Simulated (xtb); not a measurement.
2-pyrimidin-2-yl-1,3,4-oxadiazole (C6H4N4O), SMILES n1cccnc1-c1ocnn1. All values are semi-empirical tight-binding results from xtb (GFN2-xTB unless named), good for trends rather than for accurate numbers. The structure is a stationary point at GFN2-xTB. The values are those of a single conformer.

Optimised geometry:

```xyz
15

C      0.0529    -3.1170     0.0000
C     -1.1515    -2.4232     0.0000
N     -1.2044    -1.1049     0.0000
C     -0.0447    -0.4601     0.0000
C     -0.0881     0.9923     0.0000
N     -1.1391     1.7578     0.0000
N     -0.7042     3.0225     0.0000
C      0.5875     2.9736     0.0000
O      1.0507     1.7213     0.0000
N      1.1604    -1.0211     0.0000
C      1.2041    -2.3407     0.0000
H      0.0919    -4.1935     0.0000
H     -2.1068    -2.9316     0.0000
H      1.2652     3.8020     0.0000
H      2.1942    -2.7780     0.0000
```
Charge 0, spin multiplicity 1.

```json
{
  "point_group_as_xtb_finds_it": "Cs",
  "orbital_gap": "2.18 eV",
  "dipole_moment": "4.70 D",
  "zero_point_energy": "62.6 kcal/mol",
  "G − E(el) at 298.15 K (modified RRHO)": "41.4 kcal/mol",
  "static polarisability (D4 model)": "94.4 bohr³",
  "solvation energy, GFN2-xTB/ALPB(water)": "-8.9 kcal/mol",
  "solvation energy, GFN2-xTB/ALPB(methanol)": "-10.1 kcal/mol"
}
```

Computed IR lines (harmonic; lines under 4 % of the strongest left out, lines within 3 cm⁻¹ merged):
ν (cm⁻¹): 42 (w), 610 (w), 659 (m), 704 (m), 713 (w), 758 (w), 797 (w), 959 (w), 965 (w), 1018 (w), 1078 (w), 1096 (w), 1123 (m), 1130 (m), 1211 (s), 1217 (w), 1248 (w), 1307 (s), 1383 (s), 1471 (s), 1533 (s), 1544 (vs), 1561 (m), 3056 (m), 3059 (w), 3112 (m) (against the strongest line: vs over 80 %, s over 45 %, m over 15 %, w over 4 %, vw less)

Computed atomic charges and the Wiberg bond orders between heavy atoms:
charges (e) C1 -0.04, C2 0.08, N3 -0.22, C4 0.17, C5 0.21, N6 -0.15, N7 -0.16, C8 0.18, O9 -0.17, N10 -0.23, C11 0.08, H12 0.05, H13 0.06, H14 0.07, H15 0.06. Bond orders C1–C2 1.42, C2–N3 1.45, N3–C4 1.38, C4–C5 1.05, C5–N6 1.58, N6–N7 1.25, N7–C8 1.63, C5–O9 1.11, C8–O9 1.16, C4–N10 1.38, C1–C11 1.42, N10–C11 1.45.
